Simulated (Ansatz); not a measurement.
The cluster HfSe₂⁻, relaxed as a doublet with UKS PBE0-D4/def2-TZVPD in Ansatz, starting from the GFN1-xTB geometry. Force threshold 0.02 eV/Å.

In the def2 sets Hf takes a core potential; there is no spin–orbit coupling. The structure comes from a short search, and lower isomers may exist.

Start:

```csv
atom,x (Å),y (Å),z (Å)
Hf1,-0.002,0.001,-0.001
Se2,-0.942,-2.099,0.652
Se3,0.944,2.099,-0.651
```

```json
{"step": "1", "energy (eV)": "-131993.7219", "largest force component (eV/Å)": "0.889", "SCF passes": "20"}
{"step": "2 (rejected)", "energy (eV)": "-131993.7143", "largest force component (eV/Å)": "0.838", "SCF passes": "34"}
{"step": "3", "energy (eV)": "-131993.7706", "largest force component (eV/Å)": "0.036", "SCF passes": "28"}
{"step": "4", "energy (eV)": "-131993.7708", "largest force component (eV/Å)": "0.016", "SCF passes": "26"}
{"step": "5", "energy (eV)": "-131993.7765", "largest force component (eV/Å)": "0.498", "SCF passes": "36"}
{"step": "6", "energy (eV)": "-131993.8173", "largest force component (eV/Å)": "0.841", "SCF passes": "37"}
{"step": "7", "energy (eV)": "-131993.9676", "largest force component (eV/Å)": "0.875", "SCF passes": "33"}
{"step": "8", "energy (eV)": "-131994.1188", "largest force component (eV/Å)": "0.761", "SCF passes": "34"}
{"step": "9", "energy (eV)": "-131994.1622", "largest force component (eV/Å)": "0.656", "SCF passes": "35"}
{"step": "10", "energy (eV)": "-131994.1925", "largest force component (eV/Å)": "0.093", "SCF passes": "29"}
{"step": "11", "energy (eV)": "-131994.1931", "largest force component (eV/Å)": "0.002", "SCF passes": "30"}
```

Force components are those of the run's own axes.

End:

| atom | x (Å) | y (Å) | z (Å) |
| --- | --- | --- | --- |
| Hf1 | -0.678 | 0.208 | -0.313 |
| Se2 | -0.489 | -1.948 | 0.729 |
| Se3 | 1.168 | 1.740 | -0.415 |

By distances, no bond broke or formed. The bond that changes most is Hf1–Se2, from 2.39 to 2.40 Å (atoms count from 1).

The force fell under the threshold at step 4, but the optimiser went on and released 0.422 eV more. No frequencies were taken in this run, so the end may be a saddle point.

Run time 55 s (4 threads of Arm Neoverse V1 on a shared host).
